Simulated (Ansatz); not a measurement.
Calculated with Ansatz (gas phase, PBE0-D4/def2-TZVP geometries, no zero-point term in ΔE). CBS: MP2 limit from def2 TZ/QZ plus the TZ coupled-cluster correction, frozen cores. For Ge outer-core shells are correlated without core-valence functions, which leaves a few kJ/mol of doubt a bond. Scalar relativity is left out up to krypton. Each species was taken in one conformer, which may not be the lowest.

Consider the formal exchange of groups at a Ge–F bond: `C[O][GeH]([F])[O]C` + `OCC(O)O` → `C[O][GeH]([OH])[O]C` + `OC(O)CF`.

| level | ΔE (kJ/mol) |
| --- | --- |
| MP2/def2-TZVPP | 43.4 |
| CCSD/def2-TZVPP | 41.0 |

Task: What does CCSD(T)/CBS give? (Estimate.)

Result: The calculation gave: +41.3 kJ/mol. The listed levels differ from it by 2.1, -0.3 kJ/mol.

Largest T1 diagnostic among the species: 0.012.
